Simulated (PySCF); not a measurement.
H8NSi3, SMILES [SiH2]N([SiH3])[SiH3], multiplicity 2.

Coordinates come from a PBE-D3(BJ)/def2-SVP optimisation. The isomer is the one that the SMILES or the coordinates give; other isomers of the formula were not compared.

Level of theory: PBE-D3(BJ)/def2-SVP (PySCF 2.14.0).

Frequencies are harmonic and unscaled.

Computed normal modes with their intensities:
```
mode  ν (cm⁻¹)  IR (km/mol)  moving atoms (share of kinetic energy)
----  --------  -----------  --------------------------------------
1           56          0.1                                  H 93 %
2           65          0.0                                  H 95 %
3          123          0.1                          H 88 %, Si 9 %
4          167          0.5                 Si 56 %, H 22 %, N 22 %
5          169          1.1                 Si 41 %, N 36 %, H 23 %
6          184          0.6                 Si 44 %, H 33 %, N 23 %
7          471          0.1                         Si 89 %, H 11 %
8          622          0.5                          H 91 %, Si 9 %
9          655          0.9                         H 85 %, Si 13 %
10         658          3.6                         H 76 %, Si 20 %
11         665          4.3                         H 80 %, Si 17 %
12         690         33.8                  H 82 %, Si 10 %, N 9 %
13         709         73.2                  H 82 %, Si 10 %, N 8 %
14         865        123.2                                  H 95 %
15         894        286.8                          H 90 %, Si 8 %
16         896         19.0                                  H 96 %
17         902        309.2                          H 87 %, Si 9 %
18         917         30.7                                  H 96 %
19         923         84.8                                  H 87 %
20         942        423.5                 H 47 %, N 37 %, Si 16 %
21         960         44.9                          N 52 %, H 41 %
22         970         26.0                          H 48 %, N 44 %
23        2070         84.2                                  H 98 %
24        2107        111.3                                  H 95 %
25        2155         68.8                                  H 99 %
26        2159         60.6                                  H 96 %
27        2164        143.1                                  H 96 %
28        2165         79.7                                  H 98 %
29        2169        123.9                                  H 96 %
30        2178        103.1                                  H 96 %
```
